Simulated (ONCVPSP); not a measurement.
## silicon: excitation energies, all-electron against ONCV

| Quantity | Value |
| --- | --- |
| Element | Si (Z = 14) |
| Generator | ONCVPSP 4.0.1 |
| Type | optimised norm-conserving Vanderbilt (ONCV) |
| Functional | LDA (Perdew-Zunger) |
| Relativity | scalar-relativistic |
| Frozen core | [He] |
| Valence charge | 12 |
| Reference configuration | 2s2 2p6 3s2 3p2 |
| Partial waves | 2s+3s: rc 1.15 bohr, ncon 4, nbas 7, qcut 8.2 1/bohr, 2 projectors; 2p+3p: rc 0.85 bohr, ncon 4, nbas 8, qcut 14.7 1/bohr, 3 projectors, debl 1.8 Ha; d scattering state at 0.04 Ha: rc 0.90 bohr, ncon 4, nbas 7, qcut 9.1 1/bohr, 2 projectors, debl 0.6 Ha |
| Local potential | polynomial inside 0.55 bohr (lpopt 5, dvloc0 0 Ha) |
| Core correction | polynomial model core, fcfact 0.5 |

Energies are relative to the spin-unpolarised reference configuration 2s2 2p6 3s2 3p2; without spin polarisation the order of configurations can differ from experiment.

| valence configuration | charge | ΔE all-electron (eV) | error AE − PS (meV) |
| --- | --- | --- | --- |
| 2s2 2p6 3s2 3p1 | +1 | 7.829 | +0.4 |
| 2s2 2p6 3s2 3p0 | +2 | 23.943 | +2.5 |

(1) What are ΔE and the potential's error for 2s2 2p6 3s1 3p0?

(2) What are ΔE and the potential's error for 2s2 2p5 3s2 3p2?

Levels in the configuration 2s2 2p6 3s2 3p0:

| level | all-electron (eV) | pseudo (eV) |
| --- | --- | --- |
| 2s | -160.066 | -160.057 |
| 2p | -116.983 | -116.924 |
| 3s | -28.665 | -28.664 |

Results:

(1) ΔE = 58.088 eV all-electron; the error (AE − PS) is +0.4 meV.

(2) ΔE = 110.082 eV all-electron; the error (AE − PS) is +367 meV.
